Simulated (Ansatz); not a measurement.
Cost and result for the atomization energy of `C[SiH2]OC(F)F` (12 atoms, 11 bonds).

```xyz
12

C     0.285    1.405   -1.092
Si   -0.404    0.816    0.524
O     0.341   -0.588    1.049
C     0.125   -1.835    0.606
F    -0.254   -1.830   -0.706
F     1.271   -2.534    0.677
H     0.078    0.688   -1.888
H     1.366    1.546   -1.024
H    -0.167    2.363   -1.364
H    -1.867    0.566    0.428
H    -0.127    1.774    1.619
H    -0.647   -2.371    1.170
```

Total charge 0; spin multiplicity 1. Geometry: relaxed with PBE0-D4/def2-TZVP. It is one conformer, not always the lowest. Program: Ansatz. All runs use 4 threads of an Arm Neoverse V1 on a shared host. Times are those of one run each, without the atoms' runs, and a repeat can differ threefold. Electronic energies, without spin–orbit coupling; frozen cores. CCSD(T)/CBS adds CCSD(T) − MP2 in def2-TZVPP to the MP2 limit, and its time is that of the two runs behind it. T1 = 0.012. B3LYP takes the VWN-RPA correlation (the form of Gaussian; ORCA's B3LYP/G).

CCSD(T)/CBS is a level of theory with its own doubt, some kJ/mol a heavy atom from the limit and from the frozen cores, so smaller differences don't rank the functionals.

```tsv
level	functions	wall time	atomization (kJ/mol)	difference from CCSD(T)/CBS	per bond
PBE-D4/def2-TZVPP (with forces)	281	3 s	4633.5	81.3	7.4
PBE0-D4/def2-TZVPP	281	3.7 s	4536.8	-15.4	-1.4
r2SCAN-D4/def2-TZVPP (with forces)	281	5.5 s	4563.1	10.9	1.0
B3LYP-D4/def2-TZVPP (with forces)	281	6 s	4532.0	-20.2	-1.8
B2PLYP/def2-TZVPP	281	7 s	4495.9	-56.3	-5.1
ωB97X-V/def2-TZVPP	281	9.5 s	4567.0	14.8	1.3
ωB97M-V/def2-TZVPP (with forces)	281	15 s	4563.7	11.5	1.0
MP2/def2-QZVPP	535	32 s	4603.2	51.0	4.6
CCSD(T)/def2-TZVPP	281	7 min	4434.2	-118.0	-10.7
CCSD(T)/CBS(def2)	–	7.5 min	4552.2	0.0	0.0
```

In def2-TZVPP, CCSD(T) changes the Hartree–Fock value by +1128.0 kJ/mol (the triples alone add +66.4 kJ/mol) and MP2 by +1226.8 kJ/mol; breaking electron pairs costs correlation energy, which Hartree–Fock lacks. From PBE to PBE0 (25 % exact exchange), in def2-TZVPP and without D4, the atomization energy moves by −93.2 kJ/mol: exact exchange takes away binding that semilocal exchange gives to molecules. The D4 term adds +35.4 kJ/mol with B3LYP and +18.7 kJ/mol with PBE0; it sums over pairs of atoms, weighted by their polarisabilities, and B3LYP, whose exchange is more repulsive, gets the larger term.
